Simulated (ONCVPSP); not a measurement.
# LDA (Perdew-Wang 92) ONCV dataset for Se (Z = 34), scalar-relativistic all-electron reference.

ONCVPSP 4.0.1 input, shortened (lines: element, Z, core and valence counts, functional; n l f; lmax; l rc ep ncon nbas qcut; lloc lpopt rc5 dvloc0; l nproj debl; icmod fcfact rcfact), LDA (Perdew-Wang 92), scalar-relativistic:

```
  Se 34.00    6    2  -001012      upf
    1    0    2.00
    2    0    2.00
    2    1    6.00
    3    0    2.00
    3    1    6.00
    3    2   10.00
    4    0    2.00
    4    1    3.75
    2
    0    1.50    0.00    5    8    5.10
    1    1.90    0.00    4    8    3.50
    2    1.90    0.45    4    8    6.00
    4    3    1.10    0.00
    0    2    3.60
    1    2    1.20
    2    2    1.60
    3    4.25    1.25
```

All-electron outer shells of the reference configuration (LDA (PZ), scalar-relativistic, ld1.x):

```tsv
shell	level (eV)	outermost node (bohr)	outermost maximum (bohr)
3p	-155.14	0.21	0.50
3d	-55.82	–	0.45
4s	-19.75	0.70	1.49
4p	-8.76	0.74	1.77
```

Task: Does the generator finish with these settings?

Result: Yes, a potential is produced and its reference levels are reproduced.

Task: Estimate the cutoffs (Ha) at which the residual kinetic energy of the hardest occupied pseudo-wave falls to 1 and 0.1 mHa per electron.

Result: 12 Ha and 59 Ha. The cutoffs count occupied waves only; projector 2 of the d channel, the hardest unoccupied one, needs 71 Ha at the loose tolerance.

Task: Does the potential have ghost states?

Result: No bound ghost flagged; GHOST(+) flagged for s at 108.2 eV.

Task: Which valence shell sets the plane-wave cutoff?

Result: 4s: 12 Ha for 1 mHa per electron, against 8 Ha for 4p.

Task: Tests: 4s2 4p4; 4s2 4p3; 4s2 4p2; 4s0 4p6. Which has the largest error in its energy relative to the reference configuration, and how large is it?

Result: 4s0 4p6, with +19 meV (all-electron minus pseudo) on +20.18 eV.
